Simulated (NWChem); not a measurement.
# C$_{2}$H$_{7}$BO; SMILES BOCC

```xyz
11

B     -0.2421     1.8099    -0.2121
H     -0.0409     1.8613    -1.4104
H     -0.6979     2.7382     0.4138
O      0.0420     0.6955     0.4732
C      0.5674    -0.4735    -0.1271
C     -0.4120    -1.6181    -0.0077
H      0.8147    -0.2709    -1.1843
H      1.5064    -0.7159     0.3972
H     -1.3360    -1.4073    -0.5672
H      0.0297    -2.5430    -0.4081
H     -0.6807    -1.7904     1.0451
```
Atoms are numbered in this order, from 1.

All runs: NWChem. Pople sets run with spherical d functions. Coordinates come from a PBE0/def2-SVP optimisation. B3LYP is NWChem's, with the RPA form of VWN correlation. GIAO values for the isolated, static molecule; σ is the absolute isotropic shielding, δ = σ(reference) − σ with the isolated reference molecule computed at the same levels (11B: boron trifluoride, 1H: tetramethylsilane, 17O: water).

For level B3LYP/6-31G*:

```yaml
"δ B1 (ppm)": 32.7
"δ H2 (ppm)": 5.38
"δ H3 (ppm)": 5.15
"δ O4 (ppm)": 204.6
"δ H7 (ppm)": 4.12
"δ H8 (ppm)": 4.38
```

Question: Estimate the same quantities for level BHandHLYP/pcSseg-1.

Answer: 
- δ B1 (ppm): 35.3
- δ H2 (ppm): 4.89
- δ H3 (ppm): 4.79
- δ O4 (ppm): 226.3
- δ H7 (ppm): 3.79
- δ H8 (ppm): 4.21
